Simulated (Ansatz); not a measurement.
```yaml
crystal:
  periodic: [false, false, false]
  atoms:
    - {symbol: C, position_ang: [-0.896273, 0.731173, -0.278108]}
    - {symbol: Sn, position_ang: [0.554345, -0.774689, 0.131545]}
    - {symbol: I, position_ang: [2.762127, 0.491744, 1.013216]}
    - {symbol: H, position_ang: [-0.505062, 1.411820, -1.033176]}
    - {symbol: H, position_ang: [-1.815058, 0.270768, -0.643760]}
    - {symbol: H, position_ang: [-1.106237, 1.286744, 0.634970]}
    - {symbol: H, position_ang: [0.076501, -1.833300, 1.381050]}
    - {symbol: H, position_ang: [1.021756, -1.641360, -1.261537]}
basis:
  gaussian: {orbitals: STO-3G}
hamiltonian: {xc: {name: B2PLYP}}
```

```sh
$ ansatz run in.yaml --threads 4 --pin off --events-out ev --progress --plain --max-ram 10444MiB
```

Shortened log:

```
Functional definition: B2PLYP
780 factors; integrals over basis functions are off by at most 3.1e-5 eV
mean field evaluation 1: about -349877.6236 eV, gradient 1.0e1 eV
mean field evaluation 2: about -349877.5867 eV, gradient 1.0e1 eV
mean field evaluation 4: about -349878.2728 eV, gradient 4.1e-1 eV
mean field evaluation 8: about -349878.2752 eV, gradient 1.4e-3 eV
mean field -349878.27521147 eV, -12857.7894580089 hartree, gradient 1.5e-6 eV, S^2 0.000000; 0 other end points of the search recorded, 0 dependent functions left out
37 core orbitals not correlated: weight in the atoms' cores, before any rotation towards them, 1.000 or more for the frozen orbitals, at most 0.000 for the correlated occupied ones
reference -349878.27533153 eV, -12857.7894624209 hartree; 20, 20 occupied and 7, 7 virtual orbitals, 780 factors
second order -3.14843946 eV of doubles, -0.00000000 eV of singles
Total energy: -349879.12541018 eV, -12857.8207022352 hartree
```

Run time 1.1 s (4 threads of an Arm Neoverse V1 on a shared host); peak host memory 0.18 GiB.
